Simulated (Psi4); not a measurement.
Relaxed torsion scan: SMILES C[SiH2]Cl, singlet. Scanned: dihedral H4–C1–Si2–Cl3; all other coordinates were relaxed at GFN2-xTB. Heavy atoms are numbered in the order of the SMILES C[SiH2]Cl, hydrogens after them in the order of the atoms that carry them; the mirror image has the same energies with the sign of each dihedral reversed.

- PBE/def2-TZVP // GFN2-xTB (Psi4)
- PBE-D3(BJ)/def2-TZVP // GFN2-xTB (Psi4)
- wB97X-D/def2-TZVP // GFN2-xTB (Psi4)
- MP2/cc-pVTZ = DF-MP2 (frozen core)/cc-pVTZ // GFN2-xTB (Psi4)

Energies relative to the lowest point of each profile, in kJ/mol; the last columns give the difference from MP2:

```csv
φ / °,PBE/def2-TZVP,PBE-D3(BJ)/def2-TZVP,wB97X-D/def2-TZVP,MP2/cc-pVTZ,PBE/def2-TZVP − MP2/cc-pVTZ,PBE-D3(BJ)/def2-TZVP − MP2/cc-pVTZ,wB97X-D/def2-TZVP − MP2/cc-pVTZ
0,5.88,5.93,6.20,6.92,-1.04,-1.00,-0.72
10,5.48,5.52,5.75,6.45,-0.97,-0.93,-0.70
20,4.37,4.40,4.54,5.14,-0.77,-0.74,-0.60
30,2.92,2.94,3.06,3.42,-0.50,-0.48,-0.36
40,1.44,1.45,1.48,1.68,-0.24,-0.23,-0.20
50,0.39,0.39,0.37,0.45,-0.06,-0.06,-0.08
60,0.00,0.00,0.00,0.00,0.00,0.00,0.00
70,0.38,0.38,0.36,0.45,-0.07,-0.07,-0.09
80,1.42,1.43,1.47,1.68,-0.26,-0.24,-0.20
90,2.86,2.88,3.01,3.38,-0.52,-0.49,-0.37
100,4.36,4.39,4.52,5.13,-0.77,-0.74,-0.61
110,5.46,5.50,5.74,6.43,-0.97,-0.93,-0.69
```

PBE/def2-TZVP is furthest from MP2/cc-pVTZ at 0 (-1.04 kJ/mol, below); its mean absolute difference over the points is 0.51 kJ/mol.

PBE-D3(BJ)/def2-TZVP is furthest from MP2/cc-pVTZ at 0 (-1.00 kJ/mol, below); its mean absolute difference over the points is 0.49 kJ/mol.

wB97X-D/def2-TZVP is furthest from MP2/cc-pVTZ at 0 (-0.72 kJ/mol, below); its mean absolute difference over the points is 0.39 kJ/mol.
